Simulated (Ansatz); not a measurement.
A run for Ansatz (a first-principles code): U-CCSD(T)/def2-SVP on CdH4Si (SMILES [SiH3][CdH]), a point of a bond scan (R = 2.974 Å). Elements past Kr take the def2 small-core potentials; no spin–orbit coupling.

Ansatz 0.2 input:
```yaml
crystal:
  periodic: [false, false, false]
  atoms:
    - {symbol: Cd, position_ang: [-0.56643322, -0.31054170, -0.07977578]}
    - {symbol: H, position_ang: [-2.04529859, -1.12131577, -0.28805742]}
    - {symbol: Si, position_ang: [1.63488208, 0.89630877, 0.23025485]}
    - {symbol: H, position_ang: [2.86339090, 0.29129073, 2.86972773]}
    - {symbol: H, position_ang: [1.47089364, 2.37203423, 0.15366084]}
    - {symbol: H, position_ang: [2.62571392, 0.51316070, -0.80992508]}
basis:
  gaussian:
    orbitals: def2-SVP
correlation: {method: ccsd_t, electrons: outside_noble_gas}
scf: {omitted_lower_state_checks: [cluster_reference]}
magnetization: {spin_polarized: true, initial_magnetization: 0}
```

It printed:

```
WARN ansatz: RAYON_NUM_THREADS=1 ignored (pool sized by the plan → 1); use --threads N
Functional definition: HF
these checks for a lower state are left out or cut short: cluster_reference
integrals: 0.07 GiB planned
702 factors; integrals over basis functions are off by at most 7.5e-4 eV
mean field: 0.23 GiB planned
mean field evaluation 1: about -12456.3140 eV, gradient 1.0e1 eV
mean field evaluation 2: about -12456.4373 eV, gradient 1.0e1 eV
mean field evaluation 4: about -12457.6063 eV, gradient 1.4e0 eV
mean field evaluation 8: about -12457.6310 eV, gradient 1.9e-3 eV
mean field evaluation 16: about -12459.0527 eV, gradient 2.1e-1 eV
mean field evaluation 32: about -12459.0506 eV, gradient 1.4e-1 eV
mean field evaluation 64: about -12456.1353 eV, gradient 9.0e0 eV
mean field -12459.05141664 eV, -457.8616945133 hartree, gradient 2.0e-6 eV, S^2 0.894012; 4 other end points of the search recorded, 0 dependent functions left out
9 core orbitals not correlated
reference -12459.05141664 eV, -457.8616945133 hartree; 10, 10 occupied and 50, 50 virtual orbitals, 702 factors
second order -10.26662658 eV of doubles, -0.00000000 eV of singles
coupled cluster: 0.24 GiB planned
cycle   1  -10.42508031 eV  change   -1.6e-1 eV  update   7.8e-2
cycle   2  -10.72984490 eV  change   -3.0e-1 eV  update   3.0e-2
cycle   3  -10.77429427 eV  change   -4.4e-2 eV  update   1.8e-2
cycle   4  -10.77667403 eV  change   -2.4e-3 eV  update   1.3e-2
cycle   5  -10.79170887 eV  change   -1.5e-2 eV  update   1.2e-2
cycle   6  -10.82276712 eV  change   -3.1e-2 eV  update   1.0e-2
cycle   7  -10.85752619 eV  change   -3.5e-2 eV  update   6.9e-3
cycle   8  -10.87286977 eV  change   -1.5e-2 eV  update   3.3e-3
cycle   9  -10.87591584 eV  change   -3.0e-3 eV  update   1.6e-3
cycle  10  -10.87689448 eV  change   -9.8e-4 eV  update   7.2e-4
cycle  11  -10.87733999 eV  change   -4.5e-4 eV  update   3.7e-4
cycle  12  -10.87722101 eV  change    1.2e-4 eV  update   1.8e-4
cycle  13  -10.87723792 eV  change   -1.7e-5 eV  update   9.4e-5
cycle  14  -10.87718142 eV  change    5.6e-5 eV  update   5.0e-5
cycle  15  -10.87714394 eV  change    3.7e-5 eV  update   2.6e-5
cycle  16  -10.87715088 eV  change   -6.9e-6 eV  update   1.5e-5
coupled cluster: 0.24 GiB planned
perturbative correction -0.29134829 eV, -0.0107068520 hartree
Total energy: -12470.21991581 eV, -458.2721292872 hartree
Checks for a lower state left out: cluster_reference
```

The calculation finished and met its thresholds. Its determinant has ⟨S²⟩ = 0.89, a mixture of spin states.

Cost: around 16 core-seconds (rough).
